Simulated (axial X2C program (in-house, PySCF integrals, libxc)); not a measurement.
Values are calculated unless marked as measured or tabulated.
CPrO: input and output of an open-shell CI run

Program: an in-house all-electron X2C program for linear molecules (integrals from PySCF).

Input and command:
```json
{"zs": [6, 59, 8], "q": 0, "bas": ["dyall-v3z", "dyall-v3z", "dyall-v3z"], "r0": 1.72, "metal": 1, "shells": [[3, [2, 3], 1], [3, [1], 0]], "fix": 0, "emax": 3.5, "nroots": 6, "r2": 1.72}
```
```bash
python soci.py task.json out
```

Keys: zs atomic numbers; q charge; bas basis sets; r0 starting distance in Å; metal index of the metal atom; shells open shells as [l, |m| values, electrons]; fix electron count of the first shell held; emax energy window in eV; nroots roots for each Ω; r2 second bond in Å, held.

Output at C–Pr–O held linear, bonds 2.102 and 1.720 Å (the second held):

```
average of configuration f(δφ)1 f(π)0
basis functions 263  fitting functions 1388
iter      average energy  largest gradient
   1      -9336.169261316   2.62e+01
   2      -9336.906903049   2.52e+01
   3      -9337.604823961   2.37e+01
   4      -9338.795110370   2.14e+01
   5      -9339.580121407   1.93e+01
   6      -9340.280523577   1.70e+01
   7      -9341.001149672   1.36e+01
   8      -9341.745412512   7.13e+00
   9      -9341.935995194   2.83e+00
  10      -9342.061966456   8.10e-01
  11      -9342.116554308   2.73e-01
  12      -9342.129401632   6.35e-01
  13      -9342.141891004   1.30e-01
  14      -9342.143313607   1.04e-01
  15      -9342.144441077   4.43e-02
  16      -9342.144930076   2.31e-02
  17      -9342.145108466   2.11e-02
  18      -9342.145221806   2.28e-02
  19      -9342.145272812   1.02e-02
  20      -9342.145315469   1.31e-02
  21      -9342.145341229   5.97e-03
  22      -9342.145348931   7.42e-03
  23      -9342.145352204   2.07e-03
  24      -9342.145353116   2.24e-03
  25      -9342.145353424   8.00e-04
  26      -9342.145353501   5.31e-04
  27      -9342.145353537   1.33e-04
  28      -9342.145353544   2.10e-04
  29      -9342.145353546   5.25e-05
  30      -9342.145353547   1.99e-05
converged
CI levels
2*Omega        energy/Eh    cm-1   g(par)  dipole/D  leading shell counts
    5     -9342.15504648        0   4.135    2.311  {'1 0': 1.0}
    3     -9342.14648170     1880   2.030    2.316  {'1 0': 1.0}
    7     -9342.14313879     2613   8.002    2.312  {'1 0': 1.0}
    5     -9342.13674722     4016   5.865    2.310  {'1 0': 1.0}
```

Dipoles in the output refer to the first atom as origin.

Dynamic correlation is missing, so gaps between terms are too wide and other configurations may lie lower; the lowest level listed is that of this model, not necessarily the ground state. At most 6 roots were kept for each Ω > 0 (twice that for Ω = 0) within 3.5 eV of the lowest, so higher up levels can be missing between those listed; levels with Ω > 0 are doubly degenerate and listed once, Ω = 0 levels singly. Some active spinors are only partly of the character that their shell is named for, so the shell names and counts are nominal. States that fill the shells left empty in the average are placed too high. The molecule was held linear; bending was not examined.
